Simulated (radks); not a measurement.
Fractional charge and spin in the 1s shell of lithium: the spin-up occupation runs from 0 to 1 and the spin-down occupation from 0 to 1; the fullest corner is Li+, 1s(up 1, down 1). All-electron calculation, non-relativistic Kohn-Sham, PBE, spin-polarised, spherical densities, point nucleus. Program: a radial shooting solver on a logarithmic mesh with Libxc functionals. Energy (eV) above the fullest corner. The planes named below are the two flat planes that join the four corners, with an edge along up + down = one added electron.

\begin{tabular}{lrrrrr}
down \ up & 0 & 0.25 & 0.5 & 0.75 & 1 \\ \hline
0 & 197.466 & 164.035 & 132.132 & 102.522 & 75.361 \\
0.25 & 164.035 & 133.778 & 104.993 & 78.401 & 54.147 \\
0.5 & 132.132 & 104.993 & 79.259 & 55.613 & 34.188 \\
0.75 & 102.522 & 78.401 & 55.613 & 34.806 & 16.102 \\
1 & 75.361 & 54.147 & 34.188 & 16.102 & 0.000 \\
\end{tabular}

Corners above the fullest one (they belong to Li2+ and the next ion): (up 1, down 0) 75.361 eV, (up 0, down 1) 75.361 eV, (up 0, down 0) 197.47 eV. With half an added electron in each spin the energy lies 3.898 eV from the planes (fractional-spin error, the static-correlation error of a stretched bond), and with half an added electron in spin up alone -4.281 eV (fractional-charge error). For a frontier s shell over closed shells the exact functional lies on the planes.
